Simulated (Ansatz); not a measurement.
# Cost against result

Saddle point of SiNH₉O₂, singlet (SiH₄O ([OH][SiH3]) + H₂O + NH₃ → SiH₄O₂ ([OH][SiH2][OH]) + NH₃ + H₂; bonds formed: Si1–O7, H2–H8, H6–N9; bonds broken: Si1–H2, H6–O7, H8–N9), PBE0-D4/def2-TZVP structure:

```
atom    x (Å)    y (Å)    z (Å)
 Si1  -1.1773  -0.1083  -0.7363
  H2  -0.1884  -1.1001   0.1331
  H3  -1.8629   0.9490  -1.5940
  H4  -2.2884  -0.3612   0.2419
  O5  -0.9620  -1.1213  -2.0528
  H6   0.9311   0.8437   0.7165
  O7  -0.0538   1.1656  -0.1787
  H8   0.9540  -0.7240   1.0259
  N9   1.5205   0.1066   1.3574
 H10  -0.5095  -1.9301  -1.8019
 H11  -0.2809   2.0135  -0.5671
 H12   2.4961   0.0180   1.1004
 H13   1.4214   0.2487   2.3554
```

Barriers are electronic and count from the start structure reached by relaxing down the imaginary mode.

Computed with Ansatz 0.2.0 (basis: as named in each row); correlated methods freeze the cores. B3LYP uses VWN-RPA correlation. Extrapolation: Hartree–Fock as exp(−7.88 √X), correlation as X^−2.97.

Times are rough, for one single point on 8 threads of a shared host (AMD EPYC 7R43).

The estimate by CCSD(T) at an estimated basis limit (MP2 extrapolated from triple and quadruple zeta, plus CCSD(T) − MP2 in triple zeta) is 24.14 kcal/mol.

```json
{"method": "HF", "basis": "STO-3G", "time (s)": "under 1", "barrier (kcal/mol)": "59.23", "method less estimate": "35.10"}
{"method": "PBE-D4", "basis": "STO-3G", "time (s)": "under 1", "barrier (kcal/mol)": "11.54", "method less estimate": "-12.60"}
{"method": "SPW92", "basis": "def2-SVP", "time (s)": "under 1", "barrier (kcal/mol)": "2.48", "method less estimate": "-21.66"}
{"method": "B3LYP-D4", "basis": "6-31G", "time (s)": "under 1", "barrier (kcal/mol)": "13.84", "method less estimate": "-10.29"}
{"method": "PBE-D4", "basis": "def2-SVP", "time (s)": "under 1", "barrier (kcal/mol)": "14.03", "method less estimate": "-10.10"}
{"method": "PBE0-D4", "basis": "def2-SVP", "time (s)": "under 1", "barrier (kcal/mol)": "17.38", "method less estimate": "-6.75"}
{"method": "SPW92", "basis": "def2-TZVPP", "time (s)": "under 1", "barrier (kcal/mol)": "6.23", "method less estimate": "-17.91"}
{"method": "PBE-D4", "basis": "def2-TZVPP", "time (s)": "under 1", "barrier (kcal/mol)": "17.11", "method less estimate": "-7.03"}
{"method": "BLYP-D4", "basis": "def2-TZVPP", "time (s)": "1", "barrier (kcal/mol)": "21.43", "method less estimate": "-2.71"}
{"method": "BHLYP-D4", "basis": "def2-TZVPP", "time (s)": "1", "barrier (kcal/mol)": "25.58", "method less estimate": "1.44"}
{"method": "B3LYP-D4", "basis": "def2-TZVPP", "time (s)": "1", "barrier (kcal/mol)": "22.78", "method less estimate": "-1.36"}
{"method": "wB97M-V", "basis": "def2-SVP", "time (s)": "1", "barrier (kcal/mol)": "19.89", "method less estimate": "-4.24"}
{"method": "PBE0-D4", "basis": "def2-TZVPP", "time (s)": "2", "barrier (kcal/mol)": "19.52", "method less estimate": "-4.61"}
{"method": "CAM-B3LYP-D4", "basis": "def2-TZVPP", "time (s)": "2", "barrier (kcal/mol)": "22.33", "method less estimate": "-1.81"}
{"method": "r2SCAN-D4", "basis": "def2-TZVPP", "time (s)": "2", "barrier (kcal/mol)": "18.25", "method less estimate": "-5.89"}
{"method": "r2SCAN0-D4", "basis": "def2-TZVPP", "time (s)": "2", "barrier (kcal/mol)": "20.13", "method less estimate": "-4.01"}
{"method": "CCSD(T)", "basis": "def2-SVP", "time (s)": "2", "barrier (kcal/mol)": "24.96", "method less estimate": "0.83"}
{"method": "B2PLYP", "basis": "def2-TZVPP", "time (s)": "3", "barrier (kcal/mol)": "23.97", "method less estimate": "-0.16"}
{"method": "PBE-QIDH", "basis": "def2-TZVPP", "time (s)": "3", "barrier (kcal/mol)": "21.52", "method less estimate": "-2.61"}
{"method": "B97M-V", "basis": "def2-TZVPP", "time (s)": "3", "barrier (kcal/mol)": "19.49", "method less estimate": "-4.65"}
{"method": "RPA on PBE", "basis": "def2-TZVPP", "time (s)": "3", "barrier (kcal/mol)": "26.11", "method less estimate": "1.97"}
{"method": "wB97X-V", "basis": "def2-TZVPP", "time (s)": "3", "barrier (kcal/mol)": "23.25", "method less estimate": "-0.88"}
{"method": "wB97M-V", "basis": "def2-TZVPP", "time (s)": "4", "barrier (kcal/mol)": "22.95", "method less estimate": "-1.18"}
{"method": "MP2", "basis": "def2-QZVPP", "time (s)": "10", "barrier (kcal/mol)": "22.82", "method less estimate": "-1.31"}
{"method": "CCSD(T)", "basis": "def2-TZVPP", "time (s)": "68", "barrier (kcal/mol)": "24.36", "method less estimate": "0.23"}
```

All methods are single points on the PBE0-D4 structures.

T1 diagnostic: at most 0.012.

Labels in which every atom is bracketed show which atoms are joined, not bond orders.
